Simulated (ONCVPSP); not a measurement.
Varying the ONCV potential for strontium

Base potential:

ONCVPSP 4.0.1 input, shortened (lines: element, Z, core and valence counts, functional; n l f; lmax; l rc ep ncon nbas qcut; lloc lpopt rc5 dvloc0; l nproj debl; icmod fcfact rcfact), PW91, scalar-relativistic:

```
  Sr 38.00    6    4  -109134      upf
    1    0    2.00
    2    0    2.00
    2    1    6.00
    3    0    2.00
    3    1    6.00
    3    2   10.00
    4    0    2.00
    4    1    6.00
    5    0    1.50
    5    1    0.50
    3
    0    2.10    0.00    3    7    4.60
    1    2.55    0.00    4    7    5.80
    2    2.10    0.33    4    8    5.10
    3    2.75    0.03    4    7    4.00
    4    5    1.70   -1.00
    0    2    3.00
    1    2    0.40
    2    2    3.70
    3    2    2.50
    0    0.00    0.00
```

In the d channel the program set the typed energies aside and used 0.050, 3.750 Ha.

Cutoffs, loose and tight: the cutoffs (Ha) at which the residual kinetic energy of the hardest occupied pseudo-wave falls to 1 and 0.1 mHa per electron. They do not see the model core or the augmentation charge, which bear on the density cutoff. Test errors are all-electron minus pseudo excitation energies from the reference, over the configurations 4s2 4p6 5s2 5p0; 4s2 4p6 5s1 5p0; 4s2 4p6 5s0 5p0; 4s2 4p6 4d1 5s1 5p0. A dash means not determined; rows that change the core or the reference have their own tests.

For the base: The cutoffs count occupied waves only; projector 2 of the f channel, the hardest unoccupied one, needs 33 Ha at the loose tolerance.

A true bound ghost makes a file unfit for plane-wave use even where its test errors are small: the radial tests pick states by their node count and pass the ghost by.

| change | outcome | cutoff, loose | cutoff, tight | bound ghosts | GHOST(+) flags above zero | largest test error (meV) |
| --- | --- | --- | --- | --- | --- | --- |
| base | generated, projector energies reset by the program | 8.3 Ha | 10 Ha | none | f | -3.1 |
| all radii scaled by about 0.79 (s 1.66, p 2.02, d 1.66, f 2.18 bohr); local potential polynomial inside 1.34 bohr (lpopt 5, dvloc0 -1 Ha) | generated, projector energies reset by the program | 15 Ha | 53 Ha | none | s | -2.7 |
| all radii scaled by about 0.87 (s 1.82, p 2.20, d 1.82, f 2.38 bohr); local potential polynomial inside 1.48 bohr (lpopt 5, dvloc0 -1 Ha) | generated, projector energies reset by the program | 9.5 Ha | 38 Ha | none | s, f | -2.9 |
| all radii scaled by about 0.94 (s 1.98, p 2.40, d 1.98, f 2.60 bohr); local potential polynomial inside 1.60 bohr (lpopt 5, dvloc0 -1 Ha) | generated, projector energies reset by the program | 8.3 Ha | 12 Ha | none | s, f | -3.0 |
| all radii scaled by about 1.03 (s 2.16, p 2.64, d 2.16, f 2.84 bohr); local potential polynomial inside 1.76 bohr (lpopt 5, dvloc0 -1 Ha) | generated, projector energies reset by the program | 8.5 Ha | 10 Ha | none | f | -3.2 |
| all radii scaled by about 1.10 (s 2.30, p 2.80, d 2.30, f 3.02 bohr); local potential polynomial inside 1.86 bohr (lpopt 5, dvloc0 -1 Ha) | generated, projector energies reset by the program | 8.5 Ha | 11 Ha | f | d | -3.4 |
| all radii scaled by about 1.16 (s 2.44, p 2.96, d 2.44, f 3.18 bohr); local potential polynomial inside 1.96 bohr (lpopt 5, dvloc0 -1 Ha) | generated, projector energies reset by the program | 8.2 Ha | 10 Ha | f | d | -2.2 |
| all radii scaled by about 1.22 (s 2.56, p 3.12, d 2.56, f 3.36 bohr); local potential polynomial inside 2.08 bohr (lpopt 5, dvloc0 -1 Ha) | generated, projector energies reset by the program | 7.6 Ha | 9.2 Ha | none | f | -3.9 |
| all radii scaled by about 1.29 (s 2.72, p 3.30, d 2.72, f 3.56 bohr); local potential polynomial inside 2.20 bohr (lpopt 5, dvloc0 -1 Ha) | generated, projector energies reset by the program | 7.6 Ha | 9.3 Ha | none | f | -4.8 |

Reading the sweep of the scale of all radii (base = 1) (base included, trends over the rows without a ghost): The loose cutoff is not monotonic: lowest 7.6 Ha at 1.22, highest 15 Ha at 0.79. The median size of the test errors (rows with all tests solved) rises from 0.9 meV at 0.79 to 1.9 meV at 1.29. More of the atom is replaced by a form fitted at one configuration, so other configurations suffer as the radius grows. Bound ghosts are found at 1.1, 1.16.
